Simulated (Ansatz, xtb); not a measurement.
## Isomers of C5H5Cl2F in order of energy

10 gas-phase structures of C5H5Cl2F, from a drawn sample of its isomers (lower ones may exist). Each was relaxed with GFN2-xTB; where two conformers were screened, the lower at r2SCAN-D4/def2-SVP//GFN2-xTB is listed:

A. `C=C[C@H](F)/C(Cl)=C\Cl`, a singlet
B. `F/C=C/C(=C/Cl)CCl`, a singlet
C. `C=C[C@@H]1[C@H](Cl)[C@@]1(F)Cl`, a singlet
D. `FC1=C[C@@H](CCl)[C@H]1Cl`, a singlet
E. `F/C(Cl)=C/C/C=C\Cl`, a singlet
F. `F/C=C/CC=C(Cl)Cl`, a singlet
G. `F[C@@H]1C/C1=C/C(Cl)Cl`, a singlet
H. `C=C(CCl)/C(Cl)=C/F`, a singlet
I. `C=C/C(Cl)=C(\F)CCl`, a singlet
J. `C=C/C=C/C(F)(Cl)Cl`, a singlet

Task: Make a reasoned guess at their ranking by r2SCAN-D4/def2-SVP//GFN2-xTB single-point energy.

Result: Calculated order at r2SCAN-D4/def2-SVP//GFN2-xTB: J (0.0), B (0.2), I (0.4), H (3.7), E (3.8), D (6.6), F (7.8), A (8.1), C (13.4), G (22.8) kcal/mol. Less than 1 kcal/mol parts J and B; B and I; H and E; F and A, so the order within those pairs means little. CCSD(T)/def2-SVP + ΔMP2/def2-TZVPP after further relaxation puts B lowest instead.

Energies above the lowest of each column, in kcal/mol; the last columns are at r2SCAN-D4/def2-SVP geometries and were run for some of them only (a dash: not run or not comparable):

```json
{"structure": "J", "GFN2-xTB": "7.0", "HF/STO-3G": "20.3", "r2SCAN-D4/def2-SVP//GFN2-xTB": "0.0", "r2SCAN-D4/def2-SVP": "0.3", "CCSD(T)/def2-SVP + ΔMP2/def2-TZVPP": "1.2"}
{"structure": "B", "GFN2-xTB": "0.0", "HF/STO-3G": "17.0", "r2SCAN-D4/def2-SVP//GFN2-xTB": "0.2", "r2SCAN-D4/def2-SVP": "0.6", "CCSD(T)/def2-SVP + ΔMP2/def2-TZVPP": "0.0"}
{"structure": "I", "GFN2-xTB": "2.2", "HF/STO-3G": "17.1", "r2SCAN-D4/def2-SVP//GFN2-xTB": "0.4", "r2SCAN-D4/def2-SVP": "0.0", "CCSD(T)/def2-SVP + ΔMP2/def2-TZVPP": "0.2"}
{"structure": "H", "GFN2-xTB": "3.8", "HF/STO-3G": "18.5", "r2SCAN-D4/def2-SVP//GFN2-xTB": "3.7", "r2SCAN-D4/def2-SVP": "3.7", "CCSD(T)/def2-SVP + ΔMP2/def2-TZVPP": "2.1"}
{"structure": "E", "GFN2-xTB": "1.9", "HF/STO-3G": "17.6", "r2SCAN-D4/def2-SVP//GFN2-xTB": "3.8", "r2SCAN-D4/def2-SVP": "4.0", "CCSD(T)/def2-SVP + ΔMP2/def2-TZVPP": "3.9"}
{"structure": "D", "GFN2-xTB": "3.4", "HF/STO-3G": "0.0", "r2SCAN-D4/def2-SVP//GFN2-xTB": "6.6", "r2SCAN-D4/def2-SVP": "6.8", "CCSD(T)/def2-SVP + ΔMP2/def2-TZVPP": "–"}
{"structure": "F", "GFN2-xTB": "1.9", "HF/STO-3G": "24.1", "r2SCAN-D4/def2-SVP//GFN2-xTB": "7.8", "r2SCAN-D4/def2-SVP": "–", "CCSD(T)/def2-SVP + ΔMP2/def2-TZVPP": "–"}
{"structure": "A", "GFN2-xTB": "7.9", "HF/STO-3G": "28.8", "r2SCAN-D4/def2-SVP//GFN2-xTB": "8.1", "r2SCAN-D4/def2-SVP": "–", "CCSD(T)/def2-SVP + ΔMP2/def2-TZVPP": "–"}
{"structure": "C", "GFN2-xTB": "9.8", "HF/STO-3G": "21.2", "r2SCAN-D4/def2-SVP//GFN2-xTB": "13.4", "r2SCAN-D4/def2-SVP": "–", "CCSD(T)/def2-SVP + ΔMP2/def2-TZVPP": "–"}
{"structure": "G", "GFN2-xTB": "11.9", "HF/STO-3G": "30.6", "r2SCAN-D4/def2-SVP//GFN2-xTB": "22.8", "r2SCAN-D4/def2-SVP": "–", "CCSD(T)/def2-SVP + ΔMP2/def2-TZVPP": "–"}
```

CCSD(T)/def2-SVP + ΔMP2/def2-TZVPP puts B lowest of those it was run on, with I within 1 kcal/mol; HF/STO-3G picks D. CCSD(T)/def2-SVP + ΔMP2/def2-TZVPP orders those it was run on as B (0.0), I (0.2), J (1.2), H (2.1), E (3.9) kcal/mol. Less than 1 kcal/mol parts B and I; I and J; J and H, so the order within those pairs means little. Flexible structures stand in one conformer each, not always the lowest. Frequencies (GFN2-xTB) were run for B, E, H, I, J alone. ΔMP2 is the change of the MP2 energy from the smaller to the larger basis.

Over these structures GFN2-xTB departs from r2SCAN-D4/def2-SVP//GFN2-xTB by 3.4 kcal/mol on average once a common shift is removed. A GFN2-xTB relaxation took about 0.091 s and the r2SCAN-D4/def2-SVP//GFN2-xTB energy about 2 s on a shared host (Ansatz 0.2.0, xtb 6.7.1).
